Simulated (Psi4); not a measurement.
Complex: HF (SMILES F) (first 2 atoms) with H2S (SMILES S); geometry from B3LYP-D3(BJ)/def2-TZVP.
(charge 0, multiplicity 1):
```tsv
atom	x (Å)	y (Å)	z (Å)
F	-0.3220	1.2299	0.1026
H	-0.0385	0.6519	0.7866
S	0.4358	-0.7139	2.4996
H	-0.1423	0.0907	3.4072
H	-0.6831	-1.4397	2.3360
```

Calculation: Psi4 1.11 with SAPT0/jun-cc-pV(D+d)Z.

**Question.** Give the four SAPT terms and the total, and say what mostly holds the pair together.

**Answer.** electrostatics -33.7, exchange 38.8, induction -17.8, dispersion -6.7, total -19.4 kJ/mol; the largest attraction is electrostatics.
